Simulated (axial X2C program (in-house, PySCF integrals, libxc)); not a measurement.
## SmAu: cheaper levels and CCSD(T), 2c

Calculated with an axial X2C code built on PySCF integrals. Two-component (2c) means X2C with spin–orbit coupling and atomic mean-field two-electron Coulomb and Gaunt terms. Basis: Au dyall-cv3z [13s14p9d6f4g], Sm dyall-cv3z [13s14p9d8f3g] (cores contracted in-house); Gaussian nuclei, density fitting, unrestricted open shells. Masses: Au 196.967 u, Sm 151.920 u.

State: Ω = 3/2 (⟨Sz⟩ = 3.49, ⟨Lz⟩ = -1.99 at HF); fragments Au + Sm.

```tsv
level	Re (Å)	ωe (cm⁻¹)
PBE0	2.778	129.7
HF	3.012	104.4
MP2	2.737	142.1
CCSD	2.828	127.3
r2SCAN	2.733	137.8
M06	2.851	120.7
PBE50	2.812	124.9
```

Correlated methods: 27 electrons correlated (number of frozen shells: Au 5 s, 4 p, 2 d, 1 f; Sm 4 s, 3 p, 2 d), 431 virtual spin orbitals or spinors in MP2, 140 natural virtuals in coupled cluster.

CCSD(T), same Hamiltonian and basis:

Re = 2.805 Å, ωe = 130.8 cm⁻¹; T1 = 0.021 (Lee–Taylor normalisation).

Problem. Give the differences from CCSD(T) in the columns below.

Solution. 

```json
{"level": "PBE0", "ΔRe (Å)": "-0.027", "Δωe (cm⁻¹)": "-1.1"}
{"level": "HF", "ΔRe (Å)": "0.207", "Δωe (cm⁻¹)": "-26.4"}
{"level": "MP2", "ΔRe (Å)": "-0.068", "Δωe (cm⁻¹)": "11.3"}
{"level": "CCSD", "ΔRe (Å)": "0.023", "Δωe (cm⁻¹)": "-3.5"}
{"level": "r2SCAN", "ΔRe (Å)": "-0.072", "Δωe (cm⁻¹)": "7.0"}
{"level": "M06", "ΔRe (Å)": "0.046", "Δωe (cm⁻¹)": "-10.1"}
{"level": "PBE50", "ΔRe (Å)": "0.007", "Δωe (cm⁻¹)": "-5.9"}
```

The state is a single determinant with fixed occupations, the lowest that a limited PBE0 search found. De is not given where an atomic determinant may have missed its ground term or J level, or where the truncated virtual space spoils (T). Density functionals use the spin component along the axis (collinear). CCSD and (T) use frozen natural virtuals with an MP2 correction for the truncation; (T) itself is uncorrected, so its De runs slightly low. Without a current term, density functionals place determinants with orbital angular momentum somewhat too high. With several unpaired electrons one determinant need not be a pure state. Some points did not converge and are left out. The stretched end of a curve changes character and is left out. The lowest spin-free determinant has another configuration (M_S = 7/2, Λ = 0), so the order of states is uncertain and this need not be the ground state.
